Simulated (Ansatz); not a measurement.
Abridged output of a molecular run in Ansatz:

```
Functional definition: HF
1584 factors; integrals over basis functions are off by at most 1.1e-3 eV
mean field evaluation 1: about -26010.2247 eV, gradient 4.8e1 eV
mean field evaluation 2: about -26010.5960 eV, gradient 4.9e1 eV
mean field evaluation 4: about -26015.4970 eV, gradient 6.1e0 eV
mean field evaluation 8: about -26015.6219 eV, gradient 5.3e-1 eV
mean field -26015.62285079 eV, -956.0565057442 hartree, gradient 1.5e-6 eV, S^2 0.000000; 0 other end points of the search recorded, 0 dependent functions left out
14 core orbitals not correlated: weight in the atoms' cores, before any rotation towards them, 1.000 or more for the frozen orbitals, at most 0.000 for the correlated occupied ones
reference -26015.62285079 eV, -956.0565057442 hartree; 17, 17 occupied and 233, 233 virtual orbitals, 1584 factors
second order -28.58922922 eV of doubles, -0.00000000 eV of singles
cycle   1  -28.65057047 eV  change   -6.1e-2 eV  update   1.2e-1
cycle   2  -29.37251986 eV  change   -7.2e-1 eV  update   3.6e-2
cycle   3  -29.53070021 eV  change   -1.6e-1 eV  update   1.6e-2
cycle   4  -29.52209540 eV  change    8.6e-3 eV  update   4.1e-3
cycle   5  -29.52344164 eV  change   -1.3e-3 eV  update   1.8e-3
cycle   6  -29.52476140 eV  change   -1.3e-3 eV  update   4.8e-4
cycle   7  -29.52475296 eV  change    8.4e-6 eV  update   1.8e-4
cycle   8  -29.52479890 eV  change   -4.6e-5 eV  update   5.0e-5
cycle   9  -29.52482695 eV  change   -2.8e-5 eV  update   1.7e-5
perturbative correction -1.31442689 eV, -0.0483042974 hartree
Total energy: -26046.46210464 eV, -957.1898274193 hartree
```

Its atoms:

```xyz
10

C     0.0981   -0.0451    1.4514
Si   -0.2198    0.2402   -0.3325
O    -1.5020   -0.6401   -0.7995
Cl   -0.4820    2.2228   -0.7553
C     1.2520   -0.2618   -1.3445
N     2.1641   -0.5970   -1.9627
H     0.9752    0.5160    1.7786
H    -0.7629    0.2764    2.0412
H     0.2719   -1.1077    1.6352
H    -1.7946   -0.6037   -1.7119
```

**Question.** Which basis set was used?
A. cc-pV(Q+d)Z
B. def2-TZVPP
C. def2-SVPD
D. def2-SVP

**Answer.** B. It gives 264 functions.

**Question.** Write the keys of the input that set method, charge and spin (a neutral closed shell needs none for the last two).

**Answer.** 
```yaml
correlation: {method: ccsd_t}
```
